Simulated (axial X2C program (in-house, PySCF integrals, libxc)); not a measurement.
## Estimating the spin–orbit splitting of the π levels of AlI

Computed with an in-house all-electron X2C program for linear molecules (integrals from PySCF). Spin-free means the one-electron spin-free X2C Hamiltonian; two-component (2c) means X2C with spin–orbit coupling and atomic mean-field two-electron Coulomb and Gaunt terms, so the difference of the two also holds small scalar two-electron terms. Basis: I dyall-cv3z [11s12p8d4f1g], Al dyall-v3z [8s8p2d1f] (cores contracted in-house); Gaussian nuclei, density fitting, unrestricted open shells. Masses: I 126.904 u, Al 26.982 u.

Hartree–Fock at 2.569 Å, closed shell. Valence p splittings ε(p3/2) − ε(p1/2) of spherical Dirac–Hartree–Fock atoms with fractionally filled p shells: I 5p 1.126 eV.

```
filled π level (eV), spin-free  I p share  Al p share
                        -10.06       0.90        0.05
```

(1) In first order a p shell splits by 3ζ/2 and a π orbital by ζ. Estimate the splitting of each π level from the shares.

The two-component Hartree–Fock calculation gives:

```json
{"ε(ω = 1/2) (eV)": "-10.465", "σ share of it": "0.05", "ε(ω = 3/2) (eV)": "-9.710", "splitting (eV)": "0.75", "estimate (eV)": "0.67"}
```

The estimate leaves out the mixing of π1/2 with σ1/2 levels, which pushes the ω = 1/2 spinor up or down, the d and f parts of the orbital, small shares of the strongly split outer-core p shell of a metal, the Gaunt term (absent from the atomic values), and the change of the atomic p orbitals with charge; Löwdin shares depend on the basis.

Answers

(1) level -10.06 eV: (2/3) × (0.90 × 1.126) = 0.67 eV.
